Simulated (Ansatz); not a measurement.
`[H]/C=C/c1ccc(/C=C/c2cccs2)s1` with charge +1, relaxed as a doublet with UKS r2SCAN-D4/def2-SVP in Ansatz, starting from the r2SCAN-D4/def2-SVP geometry of the neutral singlet. Force threshold 0.03 eV/Å.

Start:

```xyz
24

H     1.998    0.864   -6.438
C     1.857    1.062   -5.373
C     1.190    0.189   -4.593
C     0.937    0.340   -3.174
C     1.292    1.365   -2.299
C     0.863    1.153   -0.976
C     0.165   -0.043   -0.799
C    -0.428   -0.615    0.379
C    -0.413   -0.056    1.621
C    -0.998   -0.607    2.812
C    -0.987   -0.048    4.085
C    -1.653   -0.837    5.056
C    -2.174   -1.997    4.527
S    -1.851   -2.133    2.839
S     0.058   -0.891   -2.316
H     2.276    1.993   -4.977
H     0.794   -0.726   -5.050
H     1.851    2.245   -2.622
H     1.053    1.853   -0.160
H    -0.930   -1.582    0.248
H     0.086    0.910    1.769
H    -0.505    0.910    4.295
H    -1.749   -0.564    6.109
H    -2.731   -2.784    5.037
```

```csv
step,energy (eV),largest force component (eV/Å),SCF passes
1,-34245.3308,1.482,34
2,-34245.4267,0.718,29
3,-34245.4473,0.160,29
4,-34245.4486,0.077,31
5,-34245.4493,0.061,32
6,-34245.4496,0.038,32
7,-34245.4497,0.004,21
```

Force components are those of the run's own axes.

End:

Cartesian coordinates in Å:
```
H 2.025 0.945 -6.366
C 1.859 1.103 -5.298
C 1.179 0.182 -4.564
C 0.914 0.302 -3.162
C 1.273 1.340 -2.265
C 0.845 1.119 -0.970
C 0.134 -0.103 -0.812
C -0.446 -0.662 0.343
C -0.418 -0.072 1.600
C -0.989 -0.607 2.772
C -0.965 -0.017 4.053
C -1.618 -0.785 5.024
C -2.144 -1.961 4.498
S -1.848 -2.139 2.824
S 0.032 -0.944 -2.337
H 2.262 2.021 -4.861
H 0.801 -0.718 -5.063
H 1.834 2.223 -2.578
H 1.031 1.809 -0.145
H -0.953 -1.628 0.230
H 0.085 0.893 1.728
H -0.480 0.943 4.243
H -1.713 -0.509 6.076
H -2.698 -2.736 5.032
```

By distances, no bond broke or formed. The bond that changes most is C7–C8, from 1.44 to 1.41 Å (atoms count from 1).

No frequencies were taken in this run, so the end may be a saddle point.

It took 34 s on 4 threads of Intel Xeon 6975P-C on a shared host, peak host memory 0.55 GiB.
